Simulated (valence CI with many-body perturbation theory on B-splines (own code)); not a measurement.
**Ir LXV: magnetic and hyperfine properties of the levels**

Computed by relativistic CI+MBPT: three valence electrons over a frozen Dirac-Fock core [Ne], a basis of 11 s, 11 p, 9 d, 7 f, 5 g, 2 h, 1 i functions for each j, with the one-electron correlation potential Σ1, the two-electron term Σ2, the three-electron term Σ3, Breit, model QED; selected CI, second order for the rest (own B-spline code, finite nucleus).

The last digits are not significant, and no measured levels were compared; by estimate large intervals hold to a few tenths of a per cent, small ones and those within an open d or f shell to about a per cent.

A/g_I is the dipole constant over the nuclear g factor μ/I (μ in nuclear magnetons, uniformly magnetised nucleus), B/Q the quadrupole constant per barn. Both hold the static response of the core; the bare values leave it out. Large factors of s and p1/2 electrons are usually good to 5 to 10 %; those of open d and f shells near neutrality can be off by tens of per cent, and small factors of p3/2, d and f electrons come from cancelling terms and can be off by a factor of two or in sign, in half-filled shells by more. B is blank for J = 1/2, where it vanishes, and for nearly pure S terms. Energies count from the lowest level.

Levels are named by their leading jj configuration (3d3/2^4 stands for four electrons in 3d with j = 3/2), which in mixed levels can hold well under half, so a name can repeat and another be missing. Letters in brackets count levels of one name in rising energy.

```tsv
Level	E (× 10³ cm⁻¹)	g	A/g_I (MHz)	A/g_I bare	B/Q (MHz/b)	B/Q bare
(3s^2 3p1/2) J=1/2	0.00	0.645	2350000	2310000		
(3s 3p1/2^2) J=1/2	1442.4	2.089	6980000	6840000		
(3s^2 3p3/2) J=3/2	3546.8	1.319	255000	254000	509000	503000
(3s 3p1/2 3p3/2) J=3/2 [a]	4728.9	1.622	1550000	1530000	413000	408000
(3s 3p1/2 3p3/2) J=5/2	4884.4	1.331	2000000	1960000	424000	419000
(3s 3p1/2 3p3/2) J=3/2 [b]	5058.8	0.969	198000	200000	238000	236000
(3s 3p1/2 3p3/2) J=1/2	5146.7	1.269	-2650000	-2590000		
(3s^2 3d3/2) J=3/2	5535.0	0.828	52500	57400	120000	121000
(3s^2 3d5/2) J=5/2	6253.0	1.192	86900	89500	101000	103000
(3s 3p1/2 3d3/2) J=3/2 [a]	6463.4	0.984	-28300	-21900	294000	292000
(3s 3p1/2 3d3/2) J=3/2 [b]	6573.4	0.798	-152000	-145000	236000	235000
(3s 3p1/2 3d3/2) J=5/2	6670.8	1.016	1930000	1900000	45400	48300
(3s 3p1/2 3d3/2) J=1/2	6897.3	0.402	-2900000	-2830000		
(3s 3p1/2 3d3/2) J=3/2 [c]	6960.3	1.276	1740000	1710000	96500	96200
(3s 3p1/2 3d5/2) J=5/2 [a]	7467.3	1.348	660000	652000	98500	101000
(3s 3p1/2 3d5/2) J=7/2	7590.8	1.234	1370000	1350000	35500	38900
(3s 3p1/2 3d5/2) J=5/2 [b]	7676.8	1.033	-4730	524	110000	111000
(3s 3p1/2 3d5/2) J=3/2	7715.6	1.109	-1640000	-1600000	55800	57400
(3p1/2^2 3d3/2) J=3/2	8278.4	0.775	139000	139000	86600	89100
(3s 3p3/2^2) J=5/2	8374.9	1.431	1620000	1590000	95000	93800
(3s 3p3/2^2) J=1/2	8693.2	1.929	7080000	6940000		
(3s 3p3/2^2) J=3/2	8752.5	1.189	-1110000	-1080000	-69600	-68800
(3p1/2^2 3d5/2) J=5/2	9204.2	1.189	46300	52500	79300	82000
(3p1/2 3p3/2^2) J=5/2	9955.5	1.175	937000	924000	37500	37300
(3p1/2 3p3/2^2) J=3/2	10000	1.422	-9770	147	9990	9800
(3p1/2 3p3/2^2) J=1/2	10145	0.791	3130000	3070000		
(3s 3p3/2 3d3/2) J=3/2 [a]	10220	1.277	723000	714000	1940	-32.9
(3s 3p3/2 3d3/2) J=1/2 [a]	10236	2.068	2400000	2360000		
(3s 3p3/2 3d3/2) J=5/2 [a]	10261	1.208	668000	661000	219000	215000
(3s 3p3/2 3d3/2) J=7/2	10280	1.220	1160000	1140000	552000	548000
(3s 3p3/2 3d3/2) J=3/2 [b]	10522	0.985	341000	340000	-264000	-261000
(3s 3p3/2 3d3/2) J=5/2 [b]	10626	0.964	-226000	-215000	298000	298000
(3s 3p3/2 3d3/2) J=1/2 [b]	10675	0.610	1500000	1470000		
(3s 3p3/2 3d5/2) J=9/2	10842	1.319	898000	886000	620000	616000
(3s 3p3/2 3d5/2) J=5/2 [a]	11033	1.340	1360000	1340000	-274000	-270000
(3s 3p3/2 3d5/2) J=7/2 [a]	11105	1.245	556000	550000	322000	321000
(3s 3p3/2 3d5/2) J=3/2 [a]	11136	1.143	-637000	-618000	-281000	-278000
(3s 3p3/2 3d5/2) J=7/2 [b]	11271	1.195	-73100	-65800	303000	303000
(3s 3p3/2 3d5/2) J=1/2	11347	0.719	-2180000	-2130000		
(3s 3p3/2 3d5/2) J=3/2 [b]	11440	1.298	1650000	1620000	157000	157000
```

(1) Take the isotope of mass number 193, with I = 3/2, μ = 0.163 μN and Q = 0.751 b. What is the hyperfine structure of (3s 3p1/2^2) J=1/2?

Results:

(1) From the table A = 759000 MHz. Shifts from the centre of gravity in MHz: F = 1: -949000, F = 2: 569000.
